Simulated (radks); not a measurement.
Dynamic dipole polarisability and lines of the xenon ion Xe24+, [Ar] 3d10 4s2. All-electron calculation, scalar-relativistic Kohn-Sham, LB94 model potential, spin-unpolarised, spherical densities, finite nucleus; Fermi nuclear charge, rms radius of each element as measured or else 0.836 A^(1/3) + 0.57 fm. Program: a radial shooting solver on a logarithmic mesh with Libxc functionals. Time-dependent linear response with the Hartree and adiabatic LDA kernel, continuum included through the Sternheimer equations, no spin-orbit coupling, so fine structure and intercombination lines are absent. Lines are the poles of the dipole polarisability below minus the highest occupied eigenvalue, found on a grid refined at the orbital gaps; the lowest seven at most are given, and weak or close lines can be missed. The first line takes the name of the lowest orbital gap if no other gap lies below it; otherwise a line is named after a gap within 0.6 % of it, if that gap stands alone.

photon energy (eV),alpha (bohr^3)
0,0.1695
68.190,0.8830
150.02,-0.03707
231.85,-0.001776

Lines (eV, oscillator strength): 75.241 (16.48 nm, 4s-4p), f = 1.19; 177.54 (6.984 nm, unassigned), f = 0.166; 380.27 (3.260 nm, 4s-5p), f = 0.356; 534.04 (2.322 nm, 4s-6p), f = 0.122; 620.20 (1.999 nm, 4s-7p), f = 0.0489; 632.13 (1.961 nm, unassigned), f = 0.439. Higher lines, where found, are left out when the end of the mesh affects them. Those listed give 96 % of the static polarisability (sum of f/w^2). Orbital energy gaps for comparison: 4s-4p 64.778 eV; 4s-5p 380.63 eV; 4s-6p 534.18 eV; 4s-7p 620.25 eV; 3d-4p 627.52 eV.
